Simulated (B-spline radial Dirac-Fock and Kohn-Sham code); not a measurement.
Ce²⁹⁺: scattering cross sections and density moments

System: cerium as Ce²⁹⁺, [Ar] 3d10 4s1.

Method: configuration-average Dirac-Fock orbitals. Computed with a radial finite-basis atomic code.

```
Sum of ⟨r⟩                          : 5.997 bohr
Sum of ⟨r²⟩                         : 1.828 bohr²
Sum of ⟨1/r⟩                        : 334.11 per bohr
Langevin diamagnetic susceptibility : -1.45 × 10⁻⁶ cm³/mol
Lamb shielding (α²/3)Σ⟨1/r⟩         : 5931 ppm
```

Coherent scattering is the Thomson cross section weighted by f₀², without anomalous dispersion; incoherent scattering is Klein-Nishina weighted by S. The Lamb formula is the non-relativistic shielding expression. Electron correlation is left out. A dash stands where the photon energy is too low for the impulse approximation behind that column.

```tsv
hν (keV)	coherent (b)	incoherent (b)	incoherent per electron (b)
1	557.8	–	–
8.0478	467.8	1.468	0.0506
10	429.4	2.035	0.0702
20	253.5	4.913	0.169
50	75.14	9.580	0.330
100	24.53	11.23	0.387
200	7.229	10.62	0.366
1000	0.3316	6.053	0.209
```

Incoherent scattering overtakes coherent scattering between 100 and 200 keV.
